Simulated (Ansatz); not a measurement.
The same molecule with X = B, Al, In. Ansatz, PBE0-D4/def2-TZVP geometries, multiplicity 2. Each molecule was computed in one conformer, which needn't be the lowest.

Elements past krypton have def2 core potentials.

```
 X          molecule  mean X–N bond length / Å  mean X–O bond length / Å  zero-point energy (PBE0-D4/def2-TZVP) / kJ/mol
 B         `CO[B]N`•                     1.392                     1.348                                           188.4
In  `C[O][In][NH2]`•                     2.070                     2.012                                           170.7
```

(1) Give the row for X = Al, `C[O][Al][NH2]`•. (An estimate is asked.)

Answers

(1) Ansatz gave: 
```csv
X,molecule,mean X–N bond length / Å,mean X–O bond length / Å,zero-point energy (PBE0-D4/def2-TZVP) / kJ/mol
Al,`C[O][Al][NH2]`•,1.770,1.692,175.6
```

From B to In the mean X–N bond length rises at each step, by 0.678 Å in all; the mean X–O bond length rises at each step, by 0.664 Å in all; the zero-point energy (PBE0-D4/def2-TZVP) falls at each step, by 17.7 kJ/mol in all. Bonds lengthen as the atom grows down the group.
